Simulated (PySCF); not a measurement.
Members of one series of related molecules.

All values: PBE0/def2-SVPD (PySCF) at GFN2-xTB geometries, gas phase, one conformer each. Core orbitals are frozen in the response; Δα² is half the sum of the squared differences of the principal polarisabilities.

**Question.** Rank by dipole moment, lowest first.
A. `[N:1]#[C:2][C:3]1=[CH:4][SiH2:5][C@:6]1([F:7])[CH2:8][NH2:9]` with Si5–C6–C8–N9 -34°, C6–C8–N9–H 165° and -75°
B. `[H]/[N:9]=[CH:8]\[C@:6]1([F:7])[C:3]([C:2]#[N:1])=[CH:4][SiH2:5]1` with Si5–C6–C8–N9 -54°
C. `N#CC1=C[SiH2][C@@]1(F)C#N`
D. `C#C[C@]1(F)[SiH2]C=C1C#N`

**Answer.** A (4.49 D), D (4.99 D), B (5.31 D), C (6.45 D).

**Question.** Rank by HOMO–LUMO gap, highest first.
A. `[H]/N=C\[C@@]1(F)[SiH2]C=C1C#N`
B. `N#CC1=C[SiH2][C@]1(F)CN`
C. `N#CC1=C[SiH2][C@@H]1F`

**Answer.** C (6.35 eV), B (5.64 eV), A (5.43 eV).

**Question.** Rank by mean static polarisability, highest first.
A. `C#C[C@]1(F)[SiH2]C=C1C#N`
B. `N#CC1=C[SiH2][C@@H]1F`
C. `N#CC1=C[SiH2][C@@]1(F)C#N`
D. `C(C1[C@@]([SiH2]C=1)(F)/C=N\[H])#N`
E. `N#CC1=C[SiH2][C@]1(F)CN`

**Answer.** A (14.51 Å³), E (14.26 Å³), D (13.89 Å³), C (13.35 Å³), B (11.37 Å³).

All values together:

```json
{"SMILES": "N#CC1=C[SiH2][C@@H]1F", "change": "parent", "formula": "C4H4FNSi", "μ (D)": "4.87", "HOMO (eV)": "-8.53", "LUMO (eV)": "-2.18", "α (Å³)": "11.37", "Δα (Å³)": "7.17", "electrons": "58", "α per electron (Å³)": "0.196"}
{"SMILES": "C#C[C@]1(F)[SiH2]C=C1C#N", "change": "H on C replaced by ethynyl", "formula": "C6H4FNSi", "μ (D)": "4.99", "HOMO (eV)": "-7.97", "LUMO (eV)": "-2.30", "α (Å³)": "14.51", "Δα (Å³)": "6.45", "electrons": "70", "α per electron (Å³)": "0.207"}
{"SMILES": "N#CC1=C[SiH2][C@]1(F)CN", "change": "H on C replaced by CH2NH2", "formula": "C5H7FN2Si", "μ (D)": "4.49", "HOMO (eV)": "-7.66", "LUMO (eV)": "-2.02", "α (Å³)": "14.26", "Δα (Å³)": "6.00", "electrons": "74", "α per electron (Å³)": "0.193"}
{"SMILES": "N#CC1=C[SiH2][C@@]1(F)C#N", "change": "H on C replaced by CN", "formula": "C5H3FN2Si", "μ (D)": "6.45", "HOMO (eV)": "-9.04", "LUMO (eV)": "-2.76", "α (Å³)": "13.35", "Δα (Å³)": "6.02", "electrons": "70", "α per electron (Å³)": "0.191"}
{"SMILES": "[H]/N=C\\[C@@]1(F)[SiH2]C=C1C#N", "change": "H on C replaced by CH=NH", "formula": "C5H5FN2Si", "μ (D)": "5.31", "HOMO (eV)": "-7.89", "LUMO (eV)": "-2.46", "α (Å³)": "13.89", "Δα (Å³)": "5.13", "electrons": "72", "α per electron (Å³)": "0.193"}
```

Conformers: `[N:1]#[C:2][C:3]1=[CH:4][SiH2:5][C@:6]1([F:7])[CH2:8][NH2:9]` with Si5–C6–C8–N9 -34°, C6–C8–N9–H 165° and -75°; `[H]/[N:9]=[CH:8]\[C@:6]1([F:7])[C:3]([C:2]#[N:1])=[CH:4][SiH2:5]1` with Si5–C6–C8–N9 -54°.

**Question.** Give the shifts from the parent, `N#CC1=C[SiH2][C@@H]1F`.

**Answer.** 
```
                        SMILES  change in μ (D)  change in HOMO (eV)  change in LUMO (eV)  change in mean α (Å³)
      C#C[C@]1(F)[SiH2]C=C1C#N            +0.12                +0.56                -0.12                  +3.14
       N#CC1=C[SiH2][C@]1(F)CN            -0.38                +0.87                +0.16                  +2.89
     N#CC1=C[SiH2][C@@]1(F)C#N            +1.58                -0.51                -0.58                  +1.98
[H]/N=C\[C@@]1(F)[SiH2]C=C1C#N            +0.44                +0.64                -0.28                  +2.52
```
